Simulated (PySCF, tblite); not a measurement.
Isomers of C7H8FO (doublet state). Computed with GFN2-xTB (tblite): harmonic, unscaled wavenumbers at the GFN2-xTB geometry, gas phase. The method is semi-empirical: single wavenumbers can be off by several per cent or more. One conformer each. Open shells enter through the occupations alone, without spin polarisation, and single modes of such species can be off by tens of per cent.

Electronic energies: B3LYP/pcH-1 single points on the GFN2-xTB geometries (PySCF, gas phase).

| SMILES | electronic energy, lowest = 0 (kcal/mol) |
| --- | --- |
| CO[C@@]12[CH]C=C(F)[C@@H]1C2 | 31.6 |
| O=C1C[C@@H]2[CH]C[C@@]1(F)C2 | 7.4 |
| OCC1=CC=C[CH][C@@H]1F | 0.0 |

Task: How do GFN2-xTB zero-point energies change the relative energies?

Result: 
| SMILES | ZPE (kcal/mol) | of it from modes above 1550 cm⁻¹ | electronic (kcal/mol) | with ZPE, lowest = 0 (kcal/mol) | lowest mode (cm⁻¹) | rings |
| --- | --- | --- | --- | --- | --- | --- |
| OCC1=CC=C[CH][C@@H]1F | 81.3 | 37.2 | 0.0 | 0.0 | 66 | 1 |
| O=C1C[C@@H]2[CH]C[C@@]1(F)C2 | 82.5 | 36.9 | 7.4 | 8.6 | 115 | 2 |
| CO[C@@]12[CH]C=C(F)[C@@H]1C2 | 81.4 | 35.0 | 31.6 | 31.6 | 90 | 2 |

The zero-point energies span 1.2 kcal/mol, from `OCC1=CC=C[CH][C@@H]1F` to `O=C1C[C@@H]2[CH]C[C@@]1(F)C2`. The order is unchanged.

Task: And how do the electronic energies of GFN2-xTB itself compare?

Result: `OCC1=CC=C[CH][C@@H]1F` 5.1; `O=C1C[C@@H]2[CH]C[C@@]1(F)C2` 0.0; `CO[C@@]12[CH]C=C(F)[C@@H]1C2` 13.7 kcal/mol, lowest = 0. Against the energies above, taken from the same isomer `OCC1=CC=C[CH][C@@H]1F`, the largest difference is 23.0 kcal/mol.

Task: What do entropy and thermal enthalpy add at 298.15 K and 1 bar (rigid rotor, harmonic oscillator, one conformer each)?

Result: 
| SMILES | point group | symmetry number | S (cal/(mol K)) | H − H(0) (kcal/mol) | ZPE + H − H(0) − TS (kcal/mol) |
| --- | --- | --- | --- | --- | --- |
| OCC1=CC=C[CH][C@@H]1F | C1 | 1 | 92.7 | 6.01 | 59.7 |
| O=C1C[C@@H]2[CH]C[C@@]1(F)C2 | C1 | 1 | 85.5 | 5.28 | 62.3 |
| CO[C@@]12[CH]C=C(F)[C@@H]1C2 | C1 | 1 | 90.9 | 5.90 | 60.2 |

S holds R ln(2S + 1) for the spin.
